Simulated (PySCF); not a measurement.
## Substituent chemical shifts

Parent skeleton `[CH3:1][CH:2]([F:3])[SiH2:4][SiH2:5][SiH3:6]`; one hydrogen on atom 5 is replaced by X. Hydrogens on one atom are averaged.

PySCF 2.14.0 with density-fitted response routines calculation with NMR shieldings at PBE0/pcSseg-1/GIAO and GFN2-xTB structure; no solvent model, non-relativistic, fast rotation and ring inversion assumed for equivalent nuclei, one conformer.

Chemical shifts δ = σref − σ; TMS for $^{13}$C (186.93 ppm) and $^{29}$Si (349.16 ppm) and $^{1}$H (31.72 ppm); CFCl3 for $^{19}$F (170.95 ppm), all at this level.

(1) Give δ (ppm) for X = propynyl, SH, PH2, CHCl2, Cl.

(2) Which position responds most, and to which substituents?

Results:

(1) 
| X | SMILES | C1 | C2 | F3 | Si4 | Si5 | Si6 | H(C1) | H(C2) | H(Si4) |
| --- | --- | --- | --- | --- | --- | --- | --- | --- | --- | --- |
| propynyl | CC#C[Si@@H]([SiH3])[SiH2][C@@H](C)F | 23.8 | 88.1 | -236.4 | -57.2 | -110.7 | -107.7 | 1.67 | 5.18 | 3.90 |
| SH | C[C@@H](F)[SiH2][Si@H]([SiH3])S | 23.9 | 88.7 | -226.9 | -50.4 | -61.7 | -101.9 | 1.65 | 5.07 | 4.14 |
| PH2 | C[C@@H](F)[SiH2][Si@@H]([SiH3])P | 23.7 | 89.3 | -230.5 | -51.9 | -103.3 | -98.1 | 1.63 | 5.04 | 3.98 |
| CHCl2 | C[C@@H](F)[SiH2][Si@@H]([SiH3])C(Cl)Cl | 24.0 | 89.2 | -229.4 | -54.8 | -45.4 | -110.9 | 1.61 | 5.04 | 4.07 |
| Cl | C[C@@H](F)[SiH2][Si@H]([SiH3])Cl | 23.8 | 88.9 | -227.1 | -63.7 | -25.7 | -99.8 | 1.45 | 5.20 | 4.19 |

(2) Si5: from -110.7 ppm with propynyl to -25.7 ppm with Cl.

Unscaled 19F shifts against computed CFCl3 carry errors that often reach 10 to 50 ppm.
